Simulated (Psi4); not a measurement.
CH$_{4}$AlO, doublet, geometry from GFN2-xTB (such geometries of metal compounds can be far from the true shape) (the spin is typed, not shown lowest); CCSD(T)/def2-SV(P) (Psi4).

Here is a job for Psi4.
```
memory 2 GB

molecule mol {
0 2
Al    0.481131   -0.048777    0.114651
C    -0.385849    1.347536   -1.098157
H    -1.119634    1.958684   -0.566734
H    -0.897733    0.894329   -1.950760
H     0.378071    2.021320   -1.493836
O    -0.206980   -1.291608    0.960098
H    -0.644475   -1.992582    1.429023
}

set {
  basis def2-sv(p)
  reference uhf
  cc_type df
  mp2_type df
  scf_type df
}

energy('ccsd(t)')
print_variables()
```

### Question
Predict the main parts of the log of this Psi4 run.

### Answer

```
Traceback (most recent call last):
  File "psi4", line 375, in <module>
  File "<string>", line 31, in <module>
  File "site-packages/psi4/driver/driver.py", line 461, in energy
  File "site-packages/psi4/driver/task_planner.py", line 255, in task_planner
  File "site-packages/psi4/driver/driver_util.py", line 222, in negotiate_derivative_type
  File "site-packages/psi4/driver/driver_util.py", line 344, in highest_analytic_derivative_available

psi4.driver.p4util.exceptions.MissingMethodError: Method=ccsd(t) is not available for any derivative level under conditions CC_TYPE=DF, REFERENCE=UHF, FREEZE_CORE=FALSE, QC_MODULE=(auto). See https://psicode.org/psi4manual/master/introduction.html#ss-ccsd-prt-pr. Or did you mean? ccsd(at) a-ccsd(t) ccsd(t)_l bccd(t) qcisd(t)

Printing out the relevant lines from the Psithon --> Python processed input file:
    core.set_global_option("BASIS", "def2-sv(p)")
    core.set_global_option("REFERENCE", "uhf")
    core.set_global_option("CC_TYPE", "df")
    core.set_global_option("MP2_TYPE", "df")
    core.set_global_option("SCF_TYPE", "df")
--> energy('ccsd(t)')
    print_variables()

!----------------------------------------------------------------------------------!
!                                                                                  !
!  Method=ccsd(t) is not available for any derivative level under conditions       !
!     CC_TYPE=DF, REFERENCE=UHF, FREEZE_CORE=FALSE, QC_MODULE=(auto). See          !
!     https://psicode.org/psi4manual/master/introduction.html#ss-ccsd-prt-pr. Or   !
!     did you mean? ccsd(at) a-ccsd(t) ccsd(t)_l bccd(t) qcisd(t)                  !
!                                                                                  !
!----------------------------------------------------------------------------------!
```

The input was rejected before any calculation.
